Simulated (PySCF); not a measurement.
## Correlation energy of Ca (calcium, neutral)

[Ar] 3d1 4s1, 4s spin antiparallel (an excited configuration). All numbers are calculated (PySCF 2.14, the spin-free X2C one-electron Hamiltonian (Gaussian nucleus), in aug-cc-pwCVTZ-X2C with one added diffuse shell each of s, p, d, f type (10s9p7d4f, 100 functions)). Frozen: [Ne]; 10 electrons correlated.

MP2 pair energies summed by pair of shells (mhartree):

```json
{"pair": "3p-3p", "energy": "-150.26", "share (%)": "61.5"}
{"pair": "3s-3p", "energy": "-35.17", "share (%)": "14.4"}
{"pair": "3p-3d", "energy": "-26.01", "share (%)": "10.6"}
{"pair": "3p-4s", "energy": "-11.05", "share (%)": "4.5"}
{"pair": "3d-4s", "energy": "-9.96", "share (%)": "4.1"}
{"pair": "3s-3s", "energy": "-7.92", "share (%)": "3.2"}
{"pair": "3s-3d", "energy": "-3.39", "share (%)": "1.4"}
{"pair": "3s-4s", "energy": "-0.66", "share (%)": "0.3"}
```

Total MP2 correlation energy: -244.42 mhartree.

Same-spin part -67.05 and opposite-spin part -177.38 mhartree; SCS-MP2 scales them by 1/3 and 6/5 to -235.20 mhartree.
